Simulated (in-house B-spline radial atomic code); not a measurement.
RPA correlation on HSE06: Re2+

Configuration [Xe] 4f14 5d5, highest spin, mean-field start HSE06. Computed with a B-spline radial code for spherical atoms: all electrons, scalar-relativistic (spin-free one-electron X2C), finite nucleus, each spin shell either full or empty, empty states to l = 9 with an (l + 1/2)⁻⁴ tail; G0W0 by contour deformation at full frequency.

Without the two-electron picture change, the correlation of inner shells comes somewhat too large for so heavy an element.

The highest G0W0 level has too low a weight to be given.

Command:
```bash
python run_gw.py task.json out
```
Settings (radii: box in bohr, nucleus in fm):
```
Z                        75
electrons                73
configuration            [Xe] 4f14 5d5
hamiltonian              x2c
method                   hse06
lmax                     9
rms_radius               5.3698
spin_polarised           True
box_radius               17.55
intervals                68
```

Run time, properties included: 15 s on 1 thread of Arm Neoverse N1, with other jobs on the host.

Energies (hartree):

```
                                     term         value
                         mean-field total  -16692.38512
Hartree-Fock functional on these orbitals  -16687.56392
                      direct second order       -7.4952
                    second-order exchange        1.8762
                         SOSEX correction        1.7548
```

(1) What is the RPA correlation energy, and what remains with SOSEX?

Results:

(1) RPA gives -6.4895 hartree (-2.42 eV per electron); RPA + SOSEX gives -4.7347, and the second-order doubles -5.619 hartree (no singles). SOSEX takes back 27 % of the RPA value.
